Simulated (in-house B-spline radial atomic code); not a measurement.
# Ionising Cu VI (Cu5+) with different functionals

Computed with an all-electron radial atomic-structure program (B-spline basis): four-component Dirac-Coulomb Hamiltonian, Fermi nucleus of rms radius 3.8823 fm, spin-restricted, spherical fractional occupations for the functionals, and exact exchange of hybrids averaged over the configuration. The ionisation energy is the difference of two self-consistent energies, [Ar] 3d6 → [Ar] 3d5, without Breit or QED terms; ε is the level of the shell that loses the electron (mean over j). The electron is taken from both j subshells in proportion to 2j + 1, so the result is a j average, not the step between ground levels.

```
   method                    rung  ΔSCF (eV)  -ε(3d) (eV)
     PBE0           global hybrid     108.32        99.15
BHandHLYP           global hybrid     108.10       102.88
    B3LYP           global hybrid          ?            ?
    HSE06  range-separated hybrid          ?            ?
```

Task: What does B3LYP give?

Result: ΔSCF 108.48 eV, and -ε(3d) = 98.52 eV.

Task: What does HSE06 give?

Result: ΔSCF 108.26 eV, and -ε(3d) = 98.68 eV.

Task: Among the functionals, which spreads more, the ΔSCF values or the orbital energies?

Result: The orbital energies: ΔSCF values span about 0.38 eV and the orbital energies 4.36 eV; here energy differences depend much less on the functional than eigenvalues do.

Task: How do they compare with the NIST value?

Result: NIST lists 103 eV ± 1 (semi-empirical, ground level to ground level). Errors run from +5.10 to +5.48 eV. The correlated functionals all miss on the same side by more than they spread, so the cause is common to them (Breit-QED terms, spin polarisation, the choice among j levels, multiplet and fine-structure energies, or a listed next ion that isn't the cheapest removal here) and closeness doesn't rank the functionals.
